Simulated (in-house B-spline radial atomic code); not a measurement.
Results of a calculation; reference values are marked as such.
Ghost states of the separable form: Sn

Sn, [Kr] 4d10 5s2 5p2, non-relativistic PBE, spherical and spin-unpolarised, from a B-spline radial code for spherical atoms (atomic units; all potentials screened as in the neutral atom).

Troullier-Martins channels: 5s (ε = -0.3605, r_c = 2.405 bohr), 5p (ε = -0.1385, r_c = 3.065 bohr), 4d (ε = -1.0024, r_c = 0.982 bohr). In the Kleinman-Bylander form one channel serves as the local potential, and each other channel l becomes |δV u><u δV|/<u|δV|u>, with δV = V_l − V_local and u the pseudo-orbital. Its strength is E_KB = <u|δV²|u>/<u|δV|u>. By the analysis of Gonze, Stumpf and Scheffler a spurious state lies below the reference level ε if E_KB > 0 and ε is above the second level of the local potential alone, or if E_KB < 0 and ε is above its first. The table's levels are those of angular momentum l in a sphere of 9 bohr, whose wall can lift a shallow ε a little above its free-atom value.

| local | channel | <u δV u> | <u δV² u> | ε | first local level | second local level |
| --- | --- | --- | --- | --- | --- | --- |
| p | s | -0.025056 | 0.077884 | -0.3605 | -0.3659 | 0.0286 |
| p | d | -5.6092 | 49.779 | -1.0024 | 0.0657 | 0.2851 |
| s | p | 0.015429 | 0.032608 | -0.1375 | -0.1602 | 0.1141 |
| s | d | -6.4733 | 65.96 | -1.0024 | 0.0607 | 0.2727 |
| d | p | 0.19021 | 0.70084 | -0.1375 | -5.2777 | -0.3577 |
| d | s | 0.43679 | 2.6225 | -0.3605 | -10.6452 | -2.0152 |

**Question.** Apply the rule to each row.

**Answer.** Local p, channel s: E_KB = -3.11, so ε = -0.3605 is set against -0.3659: a ghost. Local p, channel d: E_KB = -8.87, so ε = -1.0024 is set against 0.0657: no ghost. Local s, channel p: E_KB = +2.11, so ε = -0.1375 is set against 0.1141: no ghost. Local s, channel d: E_KB = -10.2, so ε = -1.0024 is set against 0.0607: no ghost. Local d, channel p: E_KB = +3.68, so ε = -0.1375 is set against -0.3577: a ghost. Local d, channel s: E_KB = +6, so ε = -0.3605 is set against -2.0152: a ghost.

Diagonalising the separable Hamiltonian gives:

| local | channel | three lowest levels | all-electron, two lowest valence levels |
| --- | --- | --- | --- |
| p | s | -0.7446, -0.3605, 0.0469 | -0.3605, 0.0429 |
| p | d | -1.0024, 0.0834, 0.3332 | -1.0024, 0.0787 |
| s | p | -0.1375, 0.1233, 0.4771 | -0.1375, 0.1236 |
| s | d | -1.0024, 0.0819, 0.3272 | -1.0024, 0.0787 |
| d | p | -2.6062, -0.1375, 0.1233 | -0.1375, 0.1236 |
| d | s | -7.6749, -0.3605, 0.0419 | -0.3605, 0.0429 |

**Question.** Which choices of local channel are safe?

**Answer.** Free of ghosts: s. With p local the s channel has a ghost 0.38 hartree below ε, since the attractive projector pulls a state below the first local level. With d local the p channel has a ghost 2.47 hartree below ε, since the local potential binds more than one state below ε, and a repulsive term of rank one raises each level at most to the next, so it clears only one of them. With d local the s channel has a ghost 7.31 hartree below ε, since the local potential binds more than one state below ε, and a repulsive term of rank one raises each level at most to the next, so it clears only one of them. Among the safe choices the second level, which tests transfer, is off by at most 3.2 millihartree (s local).
